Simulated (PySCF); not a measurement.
Species: C3H7BCl2Ge.
Structure used (GFN2-xTB), in Å, numbered top down from 1:
```
atom  x, y, z in Å
C1    -0.937   -1.092    1.400
C2    -0.700   -0.234    0.421
C3    -1.280    1.144    0.394
Ge4    0.507   -0.683   -1.072
B5     2.270    0.310   -0.908
Cl6    3.712   -0.519   -0.524
Cl7    2.325    2.013   -1.058
H8    -1.574   -0.850    2.239
H9    -0.505   -2.080    1.399
H10   -1.888    1.339    1.275
H11   -1.898    1.267   -0.496
H12   -0.482    1.886    0.343
H13   -0.227   -0.331   -2.335
H14    0.677   -2.171   -1.101
```

Method: TDDFT CAM-B3LYP/def2-SVPD, vertical, gas phase, core orbitals frozen in the response (PySCF). Relativistic effects, spin–orbit coupling among them, are left out although an element past zinc is present.

Question: Predict the UV-vis stick spectrum at this level.

Answer: 

```tsv
state	λ (nm)	E (eV)	f	main configurations (H = HOMO, L = LUMO)
S1	269.7	4.60	0.022	H→L (62%), H-1→L (24%), H-2→L (12%)
S2	220.6	5.62	0.0013	H-1→L (57%), H→L (31%)
S3	214.7	5.78	0.0011	H-3→L (70%), H-4→L (17%)
S4	199.5	6.22	0.121	H-2→L (71%), H-1→L (15%)
S5	181.7	6.82	0.024	H-4→L (73%), H-3→L (20%)
S6	179.8	6.90	0.083	H-5→L (74%), H-1→L+2 (12%)
S7	178.5	6.94	0.023	H-1→L+2 (50%), H-5→L (17%), H-2→L+2 (12%)
S8	176.5	7.02	0.050	H→L+1 (68%), H→L+3 (12%)
```

Triplets (Tamm–Dancoff): T1 3.91 eV, H→L (54%), H-1→L (27%), H-2→L (12%); T2 4.37 eV, H→L+2 (62%), H-1→L (12%); T3 5.51 eV, H-1→L (47%), H→L (23%), H→L+2 (8%).

The lowest singlet comes at 270 nm (444 kJ/mol) in the ultraviolet; it is weak; its leading configuration is HOMO→LUMO (62%). The strongest level in the table is S4 at 6.22 eV (199 nm, f = 0.121). Löwdin shares by element: HOMO carbon 60% or more, germanium 8%, boron 6% (atoms not listed hold the other 26%); LUMO boron 44%, chlorine 36%, germanium 12%. Weighted by f, the mean energy of these states is 6.50 eV. Of the 8 states listed, 6 reach f = 0.01 and none stays under 0.0005. The listed states span 2.43 eV, and the widest gap between neighbours is 1.02 eV (S1 to S2). Singlets were solved by full linear response, triplets in the Tamm–Dancoff approximation.

One conformer stands for the species.
